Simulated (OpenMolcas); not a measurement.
# Er3+: moving or changing the point charges

Er3+ among 8 point charges of -0.5 e arranged as a cube (Oh), 2.35 Å from the ion.
```
   1.3568    1.3568    1.3568  -0.50
   1.3568    1.3568   -1.3568  -0.50
   1.3568   -1.3568    1.3568  -0.50
   1.3568   -1.3568   -1.3568  -0.50
  -1.3568    1.3568    1.3568  -0.50
  -1.3568    1.3568   -1.3568  -0.50
  -1.3568   -1.3568    1.3568  -0.50
  -1.3568   -1.3568   -1.3568  -0.50
```

* Program: OpenMolcas
* Method: CASSCF
* Basis: ANO-RCC-VDZP [7s6p4d2f1g]
* Scalar Hamiltonian: DKH2, point nucleus
* Active space: 11 electrons in 7 orbitals (4f)
* State averaging: 2S+1 = 4 odd, 35 roots (30 in the spin-orbit step); 2S+1 = 2 odd, 73 roots kept (CI in the orbitals of an earlier block)
* Spin-orbit coupling: RASSI with atomic mean-field integrals over the reference wave functions

Runs around this geometry, states (labels of O, the rotations of Oh). Energies in cm-1 above the lowest state or level, χT in cm3 K/mol.

```json
{"R (Å)": "2.35", "Ground state": "4E", "First state of that spin": "4T2 1.7", "First gap with spin-orbit (degeneracies)": "7.1 (2, 4)", "Width of lowest J": "74", "χT at 300 K": "11.429"}
{"R (Å)": "2.6", "Ground state": "4E", "First state of that spin": "4T2 2.0", "First gap with spin-orbit (degeneracies)": "4.4 (2, 4)", "Width of lowest J": "44", "χT at 300 K": "11.435"}
{"R (Å)": "2.7", "Ground state": "4E", "First state of that spin": "4T2 1.8", "First gap with spin-orbit (degeneracies)": "3.6 (2, 4)", "Width of lowest J": "36", "χT at 300 K": "11.436"}
```

Taking the width of the lowest J multiplet as R^-n, n = -ln(36 / 74) / ln(2.7 / 2.35) = 5.2 between the shortest and longest distance.

High states are left out of the spin-orbit mixing, which shifts the levels that they would mix with. Point charges carry no covalency, so the field is a model and not that of real ligands. A group larger than the point group allows holds several states that coincide in this model. No measured value stands beside these numbers.
